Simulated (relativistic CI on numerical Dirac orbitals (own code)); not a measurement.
## In XIII: q coefficients and field-shift factors

Method of calculation: Dirac-Coulomb-Breit CI, KLI orbitals optimised for each configuration, derivatives by finite differences, unscaled Slater integrals, QED left out (own radial code, finite nucleus).

CI space (outside the closed core [Ar] 3d10): 4s2 4p6 4d, 4s2 4p5 4d2, 4s2 4p6 4f, 4s2 4p6 5s, 4s 4p6 4d2, 4s2 4p5 4d 4f, 4s2 4p6 5p. Double excitations out of closed p, d and f shells are left out; levels of such configurations are missing from the list, as are those of other unlisted configurations, and high levels can miss mixing partners.

With x = (α/α₀)² − 1 an excitation energy changes as ω = ω₀ + qx; K = 2q/ω₀ is the relative enhancement. Terms are leading LS components, so labels can repeat. The field-shift factor is F = δν/δ⟨r²⟩ for the transition from the lowest level.

Lowest level 4s2 4p6 4d 2D_3/2.

```
               Level  ω₀ (cm⁻¹)  q (cm⁻¹)  F (GHz/fm²)
   4s2 4p6 4d 2D_5/2      11090     10960        0.113
 4s2 4p5 4d2 4D°_1/2     495253     12320         1.55
 4s2 4p5 4d2 4D°_3/2     498324     13810         1.58
 4s2 4p5 4d2 4D°_5/2     504153     18610         1.64
 4s2 4p5 4d2 4D°_7/2     512661     24160         1.66
 4s2 4p5 4d2 2F°_5/2     520959      9708         1.72
 4s2 4p5 4d2 4G°_9/2     523252     17930         1.76
 4s2 4p5 4d2 4G°_7/2     523947     14230          1.6
4s2 4p5 4d2 4G°_11/2     525210     23370         1.85
 4s2 4p5 4d2 4P°_5/2     528052     21050         1.73
 4s2 4p5 4d2 4P°_3/2     532317     17790         1.67
 4s2 4p5 4d2 4P°_3/2     534853     18860         1.55
 4s2 4p5 4d2 4P°_1/2     542560     27370         1.52
 4s2 4p5 4d2 2F°_7/2     543197     20730         1.84
 4s2 4p5 4d2 2D°_5/2     544778     26310         1.85
 4s2 4p5 4d2 2F°_7/2     547491     20030         1.91
 4s2 4p5 4d2 2F°_5/2     547811     29450         1.66
 4s2 4p5 4d2 4F°_9/2     548406     27410         1.83
4s2 4p5 4d2 2H°_11/2     556304     19400          1.9
 4s2 4p5 4d2 4F°_3/2     556859     31180         1.45
 4s2 4p5 4d2 4D°_7/2     556979     22450         1.74
 4s2 4p5 4d2 2P°_1/2     561597     32600         1.76
 4s2 4p5 4d2 4D°_5/2     566462     34990         1.39
```

At this charge energies of transitions that change n are usually good to better than 1 %, and those within a shell (Δn = 0) to a few per cent.

(1) Which transition from the lowest level has the largest |K|?

## Answers

(1) 4s2 4p6 4d 2D_5/2 at 11090 cm⁻¹, K = 1.98.
